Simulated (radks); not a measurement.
Results of a calculation; reference values are marked as such.
Task: Species: the lead ion Pb14+. Configuration: [Xe] 4f14 (the NIST ground configuration). Level of theory: Dirac Kohn-Sham, LB94 model potential, spin-unpolarised, spherical densities, finite nucleus; Fermi nuclear charge, rms radius 5.5012 fm (a radial shooting solver on a logarithmic mesh with Libxc functionals). Some entries of the table are withheld. Estimate them.

| orbital | occ. | eigenvalue (hartree) | <1/r> (bohr^-1) |
|---|---|---|---|
| 1s1/2 | 2 | (1) | 101.3 |
| 2s1/2 | 2 | -590.5937 | 25.08 |
| 2p1/2 | 2 | -568.3055 | 25.08 |
| 2p3/2 | 4 | -487.2323 | 20.00 |
| 3s1/2 | 2 | -149.9409 | 9.192 |
| 3p1/2 | 2 | -139.7167 | 9.121 |
| 3p3/2 | 4 | -121.6356 | 7.795 |
| 3d3/2 | 4 | (2) | 7.702 |
| 3d5/2 | 6 | (3) | 7.406 |
| 4s1/2 | 2 | -41.85644 | (4) |
| 4p1/2 | 2 | -37.41784 | 3.800 |
| 4p3/2 | 4 | -33.00181 | 3.336 |
| 4d3/2 | 4 | -25.70284 | 3.151 |
| 4d5/2 | 6 | -24.87213 | 3.047 |
| 4f5/2 | 6 | -15.40694 | (5) |
| 4f7/2 | 8 | -15.21419 | (6) |
| 5s1/2 | 2 | -15.15101 | 1.721 |
| 5p1/2 | 2 | (7) | 1.627 |
| 5p3/2 | 4 | (8) | 1.473 |

Result: 
(1) 1s1/2 eigenvalue (hartree): -3251.877
(2) 3d3/2 eigenvalue (hartree): -104.6198
(3) 3d5/2 eigenvalue (hartree): -100.7607
(4) 4s1/2 <1/r> (bohr^-1): 3.900
(5) 4f5/2 <1/r> (bohr^-1): 2.736
(6) 4f7/2 <1/r> (bohr^-1): 2.697
(7) 5p1/2 eigenvalue (hartree): -13.52200
(8) 5p3/2 eigenvalue (hartree): -12.50171
